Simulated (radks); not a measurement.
Er3+, configuration [Xe] 4f11.

All-electron calculation, scalar-relativistic Kohn-Sham, BLYP, spin-polarised, spherical densities, finite nucleus; open shells are filled with parallel spins first (spin-orbit coupling, left out, can overturn this in heavy ions); Fermi nuclear charge, rms radius 5.2516 fm. Program: a radial shooting solver on a logarithmic mesh with Libxc functionals.

Energy parts (hartree):
| part | energy |
|---|---|
| total | -13084.3293 |
| kinetic | 14183.5296 |
| electron-nucleus | -32030.6962 |
| Hartree | 5040.3426 |
| exchange-correlation | -277.5052 |

Orbitals (lengths in bohr, moments of r in powers of bohr; <r^-3> diverges for s and p1/2):
orbital,occ.,eigenvalue (hartree),<r>,<r^4>,<1/r>,<r^-3>
1s up,1,-2109.451,0.02037,8.643e-07,77.54,-
1s down,1,-2109.451,0.02037,8.643e-07,77.54,-
2s up,1,-355.4103,0.08647,0.0001344,18.05,-
2s down,1,-355.4090,0.08647,0.0001343,18.05,-
2p up,3,-314.5412,0.07671,0.0001021,16.67,14320
2p down,3,-314.5403,0.07671,0.0001021,16.67,14320
3s up,1,-80.61037,0.2254,0.005081,6.655,-
3s down,1,-80.56163,0.2253,0.005074,6.658,-
3p up,3,-68.17547,0.2246,0.005367,6.218,3084
3p down,3,-68.12683,0.2245,0.005357,6.221,3087
3d up,5,-52.58848,0.2038,0.004214,5.894,409.3
3d down,5,-52.55125,0.2037,0.004202,5.897,409.7
4s up,1,-16.91948,0.5077,0.1232,2.814,-
4s down,1,-16.81558,0.5078,0.1233,2.813,-
4p up,3,-12.82405,0.5383,0.1627,2.576,698.7
4p down,3,-12.72210,0.5385,0.1630,2.574,697.8
4d up,5,-7.33499,0.5819,0.2515,2.277,78.06
4d down,5,-7.23553,0.5825,0.2533,2.275,77.86
5s up,1,-3.02747,1.225,4.206,1.083,-
5s down,1,-2.98167,1.233,4.318,1.075,-
5p up,3,-2.04425,1.430,8.218,0.9127,95.01
5p down,3,-2.01115,1.442,8.510,0.9038,92.57
4f up,7,-1.33578,0.7609,1.515,1.715,11.35
4f down,4,-1.24757,0.7758,1.729,1.696,11.14

The highest occupied level is 4f down at -33.948 eV. The electron density at the nucleus is 9.201e+05 e/bohr^3 (large components only). The density falls to 0.001 e/bohr^3 at r = 3.14 bohr. For comparison, the ionisation energy in NIST's Atomic Spectra Database is 42.42 eV (semi-empirical). In exact Kohn-Sham theory the highest level is minus the ionisation energy, but local and semilocal functionals leave it too shallow, through self-interaction and a potential that decays too fast; potentials with the right tail come closer. The spin density at the nucleus is 0.566 e/bohr^3 (1s 0.005, 2s -0.699, 3s -9.656, 4s 2.533, 5s 8.382).
